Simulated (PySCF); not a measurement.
B(All)(Me)2, SMILES C=CCB(C)C (C₅H₁₁B), GFN2-xTB optimised geometry.

```
17

B     -0.74     0.28     0.00
C      0.85     0.28     0.00
C      1.50    -1.06    -0.03
C      2.17    -1.55    -1.06
H      1.19     0.82     0.89
H      1.20     0.87    -0.85
H      1.38    -1.65     0.87
H      2.31    -0.99    -1.97
H      2.61    -2.53    -1.04
C     -1.50     1.66     0.00
H     -0.86     2.53     0.11
H     -2.26     1.70     0.79
H     -2.05     1.78    -0.94
C     -1.54    -1.07     0.00
H     -1.41    -1.58     0.95
H     -1.16    -1.76    -0.76
H     -2.61    -0.96    -0.16
```

Density from B3LYP/def2-SVP (PySCF 2.14.0) at that geometry.

Minimum of the electron density along straight lines between bonded atoms, close to the bond critical point (lines longer than 1.1 times the sum of covalent radii, or with two minima, are not listed):

```json
[
 {"bond": "B1–C2", "length / Å": "1.588", "ρ at the minimum / e bohr⁻³": "0.177", "∇²ρ there / e bohr⁻⁵": "-0.16", "position (fraction from the first atom)": "0.32"},
 {"bond": "C2–C3", "length / Å": "1.493", "ρ at the minimum / e bohr⁻³": "0.259", "∇²ρ there / e bohr⁻⁵": "-0.61", "position (fraction from the first atom)": "0.49"},
 {"bond": "C3–C4", "length / Å": "1.321", "ρ at the minimum / e bohr⁻³": "0.349", "∇²ρ there / e bohr⁻⁵": "-0.95", "position (fraction from the first atom)": "0.50"},
 {"bond": "C2–H5", "length / Å": "1.095", "ρ at the minimum / e bohr⁻³": "0.266", "∇²ρ there / e bohr⁻⁵": "-0.91", "position (fraction from the first atom)": "0.62"},
 {"bond": "C2–H6", "length / Å": "1.094", "ρ at the minimum / e bohr⁻³": "0.268", "∇²ρ there / e bohr⁻⁵": "-0.93", "position (fraction from the first atom)": "0.62"},
 {"bond": "C3–H7", "length / Å": "1.083", "ρ at the minimum / e bohr⁻³": "0.282", "∇²ρ there / e bohr⁻⁵": "-1.06", "position (fraction from the first atom)": "0.63"},
 {"bond": "C4–H8", "length / Å": "1.078", "ρ at the minimum / e bohr⁻³": "0.281", "∇²ρ there / e bohr⁻⁵": "-1.06", "position (fraction from the first atom)": "0.63"},
 {"bond": "C4–H9", "length / Å": "1.077", "ρ at the minimum / e bohr⁻³": "0.283", "∇²ρ there / e bohr⁻⁵": "-1.07", "position (fraction from the first atom)": "0.63"},
 {"bond": "B1–C10", "length / Å": "1.577", "ρ at the minimum / e bohr⁻³": "0.181", "∇²ρ there / e bohr⁻⁵": "-0.13", "position (fraction from the first atom)": "0.32"},
 {"bond": "C10–H11", "length / Å": "1.088", "ρ at the minimum / e bohr⁻³": "0.274", "∇²ρ there / e bohr⁻⁵": "-0.98", "position (fraction from the first atom)": "0.62"},
 {"bond": "C10–H12", "length / Å": "1.089", "ρ at the minimum / e bohr⁻³": "0.269", "∇²ρ there / e bohr⁻⁵": "-0.95", "position (fraction from the first atom)": "0.62"},
 {"bond": "C10–H13", "length / Å": "1.090", "ρ at the minimum / e bohr⁻³": "0.267", "∇²ρ there / e bohr⁻⁵": "-0.93", "position (fraction from the first atom)": "0.62"},
 {"bond": "B1–C14", "length / Å": "1.575", "ρ at the minimum / e bohr⁻³": "0.182", "∇²ρ there / e bohr⁻⁵": "-0.15", "position (fraction from the first atom)": "0.32"},
 {"bond": "C14–H15", "length / Å": "1.090", "ρ at the minimum / e bohr⁻³": "0.266", "∇²ρ there / e bohr⁻⁵": "-0.92", "position (fraction from the first atom)": "0.62"},
 {"bond": "C14–H16", "length / Å": "1.089", "ρ at the minimum / e bohr⁻³": "0.270", "∇²ρ there / e bohr⁻⁵": "-0.96", "position (fraction from the first atom)": "0.62"},
 {"bond": "C14–H17", "length / Å": "1.087", "ρ at the minimum / e bohr⁻³": "0.273", "∇²ρ there / e bohr⁻⁵": "-0.98", "position (fraction from the first atom)": "0.62"}
]
```
